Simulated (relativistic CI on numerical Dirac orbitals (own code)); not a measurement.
**Hyperfine structure of Tb XXVIII, mass number 157**

Method of calculation: Dirac-Coulomb-Breit CI, separate exchange-only KLI orbitals for each configuration, model QED, unscaled Slater integrals (own radial code, finite nucleus).

Configuration list (outside the closed core [Ar] 3d10): 4s2 4p6 4d2, 4s2 4p5 4d3, 4s2 4p6 4d 4f, 4s 4p6 4d3, 4s2 4p5 4d2 4f, 4s 4p6 4d2 4f, 4s2 4p6 4d 5s, 4s2 4p6 4f 5s, 4s2 4p6 4d 5p, 4s2 4p6 4f2, 4s2 4p5 4f3, 4s 4p6 4f3, 4s2 4p6 4f 5p, 4s2 4p5 4f2 5p, 4s 4p6 4f2 5p. Double excitations out of closed p, d and f shells are left out; levels of such configurations are missing from the list, as are those of other unlisted configurations, and high levels can miss mixing partners.

Nuclear spin I = 3/2, μ = 2.03 μN, Q = 1.4 b (tables of Stone and Pyykkö). The electronic factors are computed for point nuclear moments, without core polarisation or the Bohr-Weisskopf and QED corrections.

```csv
Level,E (cm⁻¹),A (MHz),B (MHz)
4s2 4p6 4d2 3F_2,0.0,20010,2360
4s2 4p6 4d2 3F_3,63577.5,11520,6060
4s2 4p6 4d2 3F_4,94517.2,11570,21700
4s2 4p6 4d2 3P_1,97889.3,-514.9,6210
4s2 4p6 4d2 1G_4,152244.0,9011,22900
```

Levels with J = 0, under 50 % of one LS term, or S terms without an open s electron are left out. Small factors come from cancelling terms and can be off by tens of per cent or more.

At this charge energies of transitions that change n are usually good to better than 1 %, and those within a shell (Δn = 0) to a few per cent. Terms inside the open d or f shell come out 10 to 20 % too wide with unscaled integrals.

**Question.** Give the hyperfine levels of 4s2 4p6 4d2 3F_2 relative to its centre of gravity.

**Answer.** With K = F(F + 1) − I(I + 1) − J(J + 1), E = AK/2 + B[¾K(K + 1) − I(I + 1)J(J + 1)]/[2I(2I − 1)J(2J − 1)]: F = 1/2: -87980, F = 3/2: -60030, F = 5/2: -11480, F = 7/2: 60620 MHz.

LS names give the leading component of a level, which can be under half, so a name can repeat, a term be missing and a line seem to break the LS rules.
